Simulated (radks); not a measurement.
Zn2+, 28 electrons, occupied as [Ar] 3d9.5 4s0.5 (fractional occupations, a model configuration). All-electron calculation, scalar-relativistic Kohn-Sham, exchange-only LDA, spin-polarised, spherical densities, finite nucleus; open shells are filled with parallel spins first; Fermi nuclear charge, rms radius 3.9283 fm. Program: a radial shooting solver on a logarithmic mesh with Libxc functionals.

Unscreened Slater integrals over Kohn-Sham orbitals (hartree). They are taken over the spin-up orbitals. Empty in this configuration: 4p.

| integral | value |
|---|---|
| F0(4s,4s) | 0.41352 |
| F0(4s,3d) | 0.52062 |
| G2(4s,3d) | 0.061050 |
| F0(4s,3p) | 0.53101 |
| G1(4s,3p) | 0.032873 |
| F0(4s,3s) | 0.53288 |
| G0(4s,3s) | 0.023760 |
| F0(4s,4p) | 0.37231 |
| G1(4s,4p) | 0.24506 |
| F0(3d,3d) | 1.0838 |
| F2(3d,3d) | 0.49451 |
| F4(3d,3d) | 0.30631 |
| F0(3d,3p) | 1.1664 |
| F2(3d,3p) | 0.54522 |
| G1(3d,3p) | 0.67284 |
| G3(3d,3p) | 0.40725 |
| F0(3d,3s) | 1.1881 |
| G2(3d,3s) | 0.50895 |
| F0(3d,4p) | 0.44051 |
| F2(3d,4p) | 0.094772 |
| G1(3d,4p) | 0.041095 |
| G3(3d,4p) | 0.034005 |
| F0(3p,3p) | 1.2709 |
| F2(3p,3p) | 0.63275 |
| F0(3p,3s) | 1.2957 |
| G1(3p,3s) | 0.85552 |
| F0(3p,4p) | 0.44713 |
| F2(3p,4p) | 0.077086 |
| G0(3p,4p) | 0.019327 |
| G2(3p,4p) | 0.021857 |
| F0(3s,3s) | 1.3228 |
| F0(3s,4p) | 0.44832 |
| G1(3s,4p) | 0.021731 |
| F0(4p,4p) | 0.34262 |
| F2(4p,4p) | 0.18147 |

Derived for the open shells (J is the average intra-shell exchange parameter used in DFT+U). 3d: Racah B = F2/49 - 5 F4/441 = 0.006619 hartree, C = 35 F4/441 = 0.02431 hartree, C/B = 3.67, F4/F2 = 0.619, J = (F2 + F4)/14 = 0.05720 hartree.
